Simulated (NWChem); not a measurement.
# C3H7O, doublet; SMILES [O]C(C)C

```xyz
11

C     -0.6317     0.0839     1.2915
C      0.1315    -0.2773     0.0000
C     -0.6317     0.0839    -1.2915
O      1.4293     0.1038     0.0000
H     -0.7840     1.1820     1.3339
H     -1.6260    -0.4042     1.3295
H     -0.0436    -0.2178     2.1792
H      0.2347    -1.4116     0.0000
H     -0.7840     1.1820    -1.3339
H     -1.6260    -0.4042    -1.3295
H     -0.0436    -0.2178    -2.1792
```
Atoms are numbered in this order, from 1.

All runs: NWChem. Spin-unrestricted. In the optimisation the excess spin sits in a' (Cs, its own frame). The geometry was optimised at PBE-D3(BJ)/def2-SVP, spin-unrestricted. No stability test was run on the SCF state. Fermi-contact couplings, non-relativistic, static geometry.

For level TPSSh/IGLO-II:

```yaml
A(iso) 13C atom 2 (MHz): -44.9
A(iso) 17O atom 4 (MHz): -22.8
```

Question: Estimate the same quantities for level B3LYP/IGLO-II.

Answer: The A(iso) 13C atom 2 (MHz) comes out as -38.9 and the A(iso) 17O atom 4 (MHz) is -39.9.
